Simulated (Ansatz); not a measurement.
Job for Ansatz (an electronic-structure program): U-r2SCANh/def2-TZVPP on F2Ru (SMILES [F][Ru][F]), 2S+1 = 3, a spin state set in the input, which need not be the lowest. Elements past Kr take the def2 small-core potentials; no spin–orbit coupling.

Ansatz 0.2 input:
```yaml
crystal:
  periodic: [false, false, false]
  atoms:
    - {symbol: Ru, position_ang: [-0.01093480, 0.01580424, -0.02330803]}
    - {symbol: F, position_ang: [-0.23878602, 1.39773631, -1.25558120]}
    - {symbol: F, position_ang: [0.21645210, -1.36626895, 1.20856959]}
basis:
  gaussian:
    orbitals: def2-TZVPP
hamiltonian:
  xc: {name: r2SCANh}
magnetization: {spin_polarized: true, initial_magnetization: 2}
```

What total energy does the run end on?

-294.6017 hartree. Its determinant has ⟨S²⟩ = 2.89, a mixture of spin states.

How many basis functions does it have, and what does it roughly cost on one machine?

118 functions; very roughly 2.8 core-minutes.
